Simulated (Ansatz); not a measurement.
**CuF (fluorocopper): methods side by side**

CuF: 2 atoms, total charge 0, spin state singlet. As SMILES, `[F][Cu]`. The shape is that of a PBE0-D4/def2-TZVP optimisation.

```xyz
2

F     0.7510   -0.2689    0.3771
Cu   -0.7510    0.2689   -0.3771
```

Each level gives the energy change with the F1–Cu2 bond stretched from 1.765 to 2.206 Å (eV). The values are calculated.

```json
{"level": "SVWN5/STO-3G (restricted)", "kind": "LDA", "program": "Ansatz", "value (eV)": "2.18", "CPU time (all runs)": "5.1 s"}
{"level": "BLYP/STO-3G (restricted)", "kind": "GGA", "program": "Ansatz", "value (eV)": "1.94", "CPU time (all runs)": "11 s"}
{"level": "PBE/STO-3G (restricted)", "kind": "GGA", "program": "Ansatz", "value (eV)": "?", "CPU time (all runs)": "9.3 s"}
{"level": "revPBE/STO-3G (restricted)", "kind": "GGA", "program": "Ansatz", "value (eV)": "?", "CPU time (all runs)": "12 s"}
{"level": "r2SCAN/STO-3G (restricted)", "kind": "meta-GGA", "program": "Ansatz", "value (eV)": "1.97", "CPU time (all runs)": "46 s"}
{"level": "PBE0/STO-3G (restricted)", "kind": "global hybrid", "program": "Ansatz", "value (eV)": "1.94", "CPU time (all runs)": "9.3 s"}
{"level": "HSE06/STO-3G (restricted)", "kind": "range-separated hybrid", "program": "Ansatz", "value (eV)": "1.93", "CPU time (all runs)": "8.4 s"}
{"level": "B2PLYP/STO-3G (restricted)", "kind": "double hybrid", "program": "Ansatz", "value (eV)": "1.94", "CPU time (all runs)": "11 s"}
```

Problem. Estimate what the levels marked ? give.

Solution. As computed at these levels: PBE/STO-3G (restricted): 1.95 eV; revPBE/STO-3G (restricted): 1.87 eV. The first shape isn't each level's own minimum. The values span 1.87 to 2.18 eV. All rows use very small basis sets, so even the best lies far from the true value. Times are those of the runs behind each value, whatever else they computed, on shared processors of several kinds: orders of magnitude only.
